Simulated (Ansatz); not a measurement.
Reaction: C2H2O (SMILES C#CO) → C2HO (SMILES OC#[C], doublet) + H (doublet) (the C-H bond breaks)
Each species at its own B3LYP-D3(BJ)/def2-TZVP minimum (Ansatz, a quantum-chemistry and plane-wave program), one conformer.

Wanted: bond dissociation energy (electronic), in kJ/mol. UHF or UKS for unpaired electrons; spin-orbit terms are left out. CBS(X,Y): correlation extrapolated as X^-3, Hartree-Fock from the larger set. A bracket is a step between two methods taken in the basis named. Functionals run without relativity, which enters their misses. Double hybrids freeze cores in their MP2 part. 'core' is core correlation in cc-pwCVTZ, 'X2C' scalar relativity in cc-pVTZ-DK, both at CCSD(T). Where a partner has so few electrons that a lower coupled-cluster level is exact, that level stands in.

CCSD(T)/CBS(cc-pVTZ,cc-pVQZ) + [CCSDT(Q) - CCSD(T)]/cc-pVTZ + core + X2C (Ansatz) gives 561.3 kJ/mol.

How far off this value is PBE/def2-TZVPD (Ansatz), in which direction, and which of these levels come nearer: r2SCAN/def2-TZVPD, PBE0/def2-TZVPD, B2PLYP/def2-TZVPD, CCSD(T)/CBS(cc-pVTZ,cc-pVQZ) + core + X2C?

PBE gives 535.9 kJ/mol, 25.4 kJ/mol below it. Differences of the others: r2SCAN/def2-TZVPD (Ansatz) -27.6; PBE0/def2-TZVPD (Ansatz) -21.0; B2PLYP/def2-TZVPD (Ansatz) -11.6; CCSD(T)/CBS(cc-pVTZ,cc-pVQZ) + core + X2C (Ansatz) 1.9 kJ/mol. Nearer than PBE: PBE0/def2-TZVPD, B2PLYP/def2-TZVPD, CCSD(T)/CBS(cc-pVTZ,cc-pVQZ) + core + X2C.
